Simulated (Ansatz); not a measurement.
```xyz
10

C    -0.6635    0.3995   -2.7361
C    -0.5320    0.3137   -1.5363
Al   -0.3164    0.1757    0.3478
O    -1.4701    0.8158    1.4057
C     1.2215   -0.7008    1.2118
F     2.1301   -1.1773    0.2624
H    -0.7745    0.4724   -3.7946
H    -2.2656    1.2651    1.1256
H     0.9111   -1.5482    1.8352
H     1.7594   -0.0159    1.8785
```

The species carries charge 0 and has multiplicity 1.

**Question.** List the r2SCAN/def2-TZVPP orbital energies in eV (the Gaussian-basis code of Ansatz). (Best estimate.)

**Answer.** Computed: Occupied: -1517.10, -665.63, -515.49, -274.45, -273.37, -272.75, -110.63, -70.98, -70.77, -70.72, -30.99, -25.69, -19.43, -17.48, -14.10, -12.96, -12.12, -11.85, -11.21, -10.38, -8.44, -8.35, -8.09, -7.45, -7.37, -6.88. Lowest empty: -1.66, -0.80, -0.12, 0.92, 1.17, 1.81, 2.58, 2.73.
